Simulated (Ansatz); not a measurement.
Ansatz (a program for electronic structure) input (CCSD(T)/cc-pV(D+d)Z): A basis named .json is the Basis Set Exchange file of that set (core-valence sets with the plain set on hydrogen).

Ansatz 0.2 input:
```yaml
crystal:
  periodic: [false, false, false]
  atoms:
    - {symbol: Si, position_ang: [0.00000000, 0.00000000, 0.00000000]}
basis:
  gaussian:
    orbitals: cc-pV_D+d_Z.json
magnetization: {spin_polarized: true, initial_magnetization: 2}
correlation: {method: ccsd_t, frozen_orbitals: {Si: 1}}
scf: {lower_state_search: full}
```

Output:

```
Functional definition: HF
integrals: 0.00 GiB planned
135 factors; integrals over basis functions are off by at most 2.0e-4 eV
mean field: 0.04 GiB planned
mean field evaluation 1: about -7859.8125 eV, gradient 3.8e0 eV
mean field evaluation 2: about -7859.8169 eV, gradient 3.8e0 eV
mean field evaluation 4: about -7860.0149 eV, gradient 1.7e-1 eV
mean field evaluation 8: about -7860.0151 eV, gradient 2.1e-6 eV
mean field evaluation 16: about -7860.0150 eV, gradient 5.5e-2 eV
mean field evaluation 32: about -7860.0151 eV, gradient 2.6e-4 eV
mean field evaluation 64: about -7851.8109 eV, gradient 2.8e1 eV
mean field evaluation 96: about -7860.0145 eV, gradient 2.3e-1 eV
mean field -7860.01506524 eV, -288.8502259380 hartree, gradient 2.9e-6 eV, S^2 2.011780; 6 other end points of the search recorded, 0 dependent functions left out
1 core orbitals not correlated
reference -7860.01506524 eV, -288.8502259380 hartree; 7, 5 occupied and 15, 17 virtual orbitals, 135 factors
second order -2.34361181 eV of doubles, -0.00000000 eV of singles
coupled cluster: 0.05 GiB planned
cycle   1  -2.69125958 eV  change   -3.5e-1 eV  update   5.4e-2
cycle   2  -2.84080375 eV  change   -1.5e-1 eV  update   2.1e-2
cycle   3  -2.84643383 eV  change   -5.6e-3 eV  update   4.9e-3
cycle   4  -2.84941896 eV  change   -3.0e-3 eV  update   1.0e-3
cycle   5  -2.84915606 eV  change    2.6e-4 eV  update   2.6e-4
cycle   6  -2.84910933 eV  change    4.7e-5 eV  update   4.9e-5
cycle   7  -2.84914111 eV  change   -3.2e-5 eV  update   8.6e-6
cycle   8  -2.84913474 eV  change    6.4e-6 eV  update   1.6e-6
perturbative correction -0.04052366 eV, -0.0014892170 hartree
Total energy: -7862.90472364 eV, -288.9564189255 hartree
```
